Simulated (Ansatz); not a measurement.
Basis-set extrapolation for C$_{2}$H$_{8}$AlFSi (PBE0-D4/def2-TZVP geometry, frozen core, Ansatz 0.2.0). Multiplicity 1, RHF reference.

```json
{"": "HF", "def2-TZVPP": "-710.746977", "def2-QZVPP": "-710.771993"}
{"": "MP2 correlation", "def2-TZVPP": "-0.804832", "def2-QZVPP": "-0.866344"}
{"": "CCSD(T) correlation", "def2-TZVPP": "-0.893001", "def2-QZVPP": "not run"}
```

Energies in hartree. Use E(X) = E(∞) + A·exp(−7.88·√X) for Hartree–Fock and E(X) = E(∞) + B·X^(−2.97) for correlation, with X = 3 and 4, and add CCSD(T) minus MP2 of the smaller set to the MP2 limit.

**Question.** What is the CCSD(T) energy at the basis-set limit?

**Answer.** HF limit: -710.771993 + (-0.025016) × 0.13774 = -710.77544. MP2 limit: -0.866344 + (-0.061512) × 0.74074 = -0.91191. Higher-order term: -0.893001 − (-0.804832) = -0.08817. Total: -711.77552 hartree, 355.9 kJ/mol below CCSD(T)/def2-TZVPP.
